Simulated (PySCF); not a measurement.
A PySCF script (with the pyscf-properties extension) for the NMR shieldings of `InChI=1S/C5H6FP/c6-5-3-7(5)4-1-2-4/h3-4H,1-2H2`, on a GFN2-xTB geometry:

```python
import basis_set_exchange as bse
import numpy as np
from pyscf import gto, dft
from pyscf.prop import nmr

atoms = """
F     2.872876   -0.758231   -1.633382
C     2.129677    0.143985   -1.015517
C     2.199240    1.097741   -0.122681
P     0.490975    0.917428   -0.827917
C    -0.290146   -0.224166    0.401937
C    -1.605906   -0.858962    0.040174
C    -1.565325    0.220001    1.067048
H     2.850538    1.628173    0.535595
H     0.406772   -0.812221    0.991609
H    -2.031432   -0.624693   -0.925057
H    -1.782618   -1.875136    0.359115
H    -1.715091   -0.041532    2.103795
H    -1.963947    1.188099    0.799939
"""
names = dict.fromkeys(["F", "C", "P", "H"], "pcSseg-1")
basis = {el: gto.basis.parse(bse.get_basis(n, elements=[el], fmt="nwchem")) for el, n in names.items()}
mol = gto.M(atom=atoms, basis=basis, charge=0, verbose=0)
mf = dft.RKS(mol, xc="PBE0")
mf.grids.level = 2
mf.grids.alignment = dft.numint.BLKSIZE   # the property module wants whole blocks of grid points
mf.conv_tol = 1e-9
mf.kernel()

calc = nmr.RKS(mf)   # GIAO
C = mf.mo_coeff
Co = C[:, mf.mo_occ > 0]
resp = mf.gen_response(singlet=True, hermi=2)
def vind(x):   # induced exchange potential for any number of trial vectors
    d = np.einsum("pi,xij,qj->xpq", C, 2 * x.reshape(-1, C.shape[1], Co.shape[1]), Co, optimize=True)
    return np.einsum("xpq,pi,qj->xij", resp(d - d.transpose(0, 2, 1)), C, Co, optimize=True).ravel()
mo1, _ = nmr.rhf.solve_mo1(calc, with_cphf=vind)
sigma = calc.kernel(mo1)
for i, s in enumerate(sigma):   # ppm
    print("%2d %-2s %9.2f" % (i, mol.atom_pure_symbol(i), np.trace(s) / 3))
```

Task: What are the results?

Result: 
```
 0 F     295.61
 1 C       5.54
 2 C      95.46
 3 P     410.49
 4 C     161.50
 5 C     183.50
 6 C     183.16
 7 H      25.55
 8 H      31.42
 9 H      31.32
10 H      31.05
11 H      31.06
12 H      31.30
```

These numbers come from an equivalent density-fitted implementation of the same equations, which agrees with the script to about 0.01 ppm for H and up to a few tenths of a ppm for heavy atoms, so last digits may differ.

Size and cost of the density-fitted run: 156 basis functions, 13 s wall time on 1 thread of an Arm Neoverse V2, shared host; peak memory 0.72 GiB.
